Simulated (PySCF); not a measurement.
Al(Me)(NCO)(OH) (C₂H₄AlNO₂), SMILES [CH3][Al]([OH])[N]=C=O.

The structure is a stationary point at PBE0-D3(BJ)/def2-SVP. The structure was generated by enumeration; whether it is a known compound was not checked. Other conformers were not sampled.

All values below come from PBE0-D3(BJ)/def2-SVP in PySCF.

Frequencies are harmonic and unscaled.

Computed harmonic wavenumbers and intensities:
```
mode  ν (cm⁻¹)  IR (km/mol)  Raman (Å⁴/amu)  depolarisation   moving atoms (share of kinetic energy)
----  --------  -----------  --------------  --------------  ---------------------------------------
1           37          0.3             0.0               –                                   H 98 %
2           61          0.6             2.9            0.75           O 45 %, N 25 %, C 16 %, H 10 %
3           90          1.0             1.3            0.75                           N 53 %, O 33 %
4          178          1.4             1.5            0.60           O 27 %, C 26 %, H 25 %, N 13 %
5          234         12.8             0.5            0.75                  Al 52 %, H 21 %, N 15 %
6          238         38.2             0.5            0.73  N 35 %, O 27 %, H 15 %, C 12 %, Al 12 %
7          394        167.7             0.4            0.75                           H 85 %, O 12 %
8          494         14.4            12.5            0.09          O 36 %, C 30 %, Al 17 %, H 10 %
9          565        180.6             1.2            0.64                    H 76 %, O 15 %, C 8 %
10         640         22.0             0.4            0.57                   C 71 %, O 14 %, N 14 %
11         651         23.7             0.2            0.75                   C 70 %, N 14 %, O 14 %
12         666         68.9             0.3            0.75                           H 72 %, C 19 %
13         671         33.6             4.2            0.13          H 44 %, C 28 %, Al 17 %, O 10 %
14         730        261.4             2.2            0.24                  H 40 %, Al 34 %, C 22 %
15         906        141.0             2.8            0.38                   Al 46 %, O 44 %, H 8 %
16        1217         31.7             3.1            0.02                           H 78 %, C 21 %
17        1421          1.4            10.4            0.75                                   H 96 %
18        1424          2.8             9.3            0.75                                   H 95 %
19        1518         33.8            24.4            0.23                           N 56 %, O 41 %
20        2457       1481.2             3.9            0.03                   C 70 %, N 18 %, O 12 %
21        3055          0.7           131.1            0.00                                   H 97 %
22        3150          1.6            84.1            0.75                            H 91 %, C 9 %
23        3172          1.6           105.7            0.72                            H 91 %, C 9 %
24        3987        101.5           119.9            0.27                                   H 94 %
```
